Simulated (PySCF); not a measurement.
C, charge -1, quartet; MP2/cc-pVTZ run with PySCF.

Input for PySCF:
```python
from pyscf import gto, scf, mp

mol = gto.M(
    atom='''
C     0.00000000    0.00000000    0.00000000
''',
    basis='cc-pvtz',
    charge=-1,
    spin=3,
    verbose=4,
)

mf = scf.UHF(mol)
mf.kernel()

pt = mp.MP2(mf)
pt.kernel()
print('E(MP2) = %.10f' % pt.e_tot)
```

Output, abridged:

```
PySCF version 2.14.0

[INPUT] verbose = 4
[INPUT] num. atoms = 1
[INPUT] num. electrons = 7
[INPUT] charge = -1
[INPUT] spin (= nelec alpha-beta = 2S) = 3
[INPUT] symmetry False subgroup None
[INPUT] Mole.unit = angstrom
[INPUT] Symbol           X                Y                Z      unit          X                Y                Z       unit  Magmom
[INPUT]  1 C      0.000000000000   0.000000000000   0.000000000000 AA    0.000000000000   0.000000000000   0.000000000000 Bohr   0.0

nuclear repulsion = 0
number of shells = 9
number of NR pGTOs = 42
number of NR cGTOs = 30
basis = cc-pvtz
ecp = {}

******** <class 'pyscf.scf.uhf.UHF'> ********
method = UHF
initial guess = minao
damping factor = 0
level_shift factor = 0
DIIS = <class 'pyscf.scf.diis.CDIIS'>
diis_start_cycle = 1
diis_space = 8
diis_damp = 0
SCF conv_tol = 1e-09
SCF conv_tol_grad = None
SCF max_cycles = 50
direct_scf = True
direct_scf_tol = 1e-13
number electrons alpha = 5  beta = 2
Set gradient conv threshold to 3.16228e-05
init E= -37.2844686898708

cycle= 1 E= -37.6871198801988  delta_E= -0.403  |g|= 0.0812  |ddm|= 0.759
cycle= 2 E= -37.6943637926182  delta_E= -0.00724  |g|= 0.0317  |ddm|= 0.148
cycle= 3 E= -37.6959950215135  delta_E= -0.00163  |g|= 0.00939  |ddm|= 0.0806
cycle= 4 E= -37.6961427097198  delta_E= -0.000148  |g|= 0.00213  |ddm|= 0.0288
cycle= 5 E= -37.6961482354631  delta_E= -5.53e-06  |g|= 0.000544  |ddm|= 0.00465
cycle= 6 E= -37.6961486647462  delta_E= -4.29e-07  |g|= 2.26e-05  |ddm|= 0.0018
cycle= 7 E= -37.6961486650086  delta_E= -2.62e-10  |g|= 1.47e-06  |ddm|= 2.76e-05
Extra cycle  E= -37.6961486650111  delta_E= -2.44e-12  |g|= 5.91e-07  |ddm|= 2.97e-06
converged SCF energy = -37.6961486650111  <S^2> = 3.7530478  2S+1 = 4.0015236

******** <class 'pyscf.mp.ump2.UMP2'> ********
nocc = (np.int64(5), np.int64(2)), nmo = (30, 30)
E(UMP2) = -37.7960389511944  E_corr = -0.099890286183355
E(SCS-UMP2) = -37.7901672673554  E_corr = -0.0940186023442891
E_corr(same-spin) = -0.0298266243181578
E_corr(oppo-spin) = -0.0700636618651971
E(MP2) = -37.7960389512
```
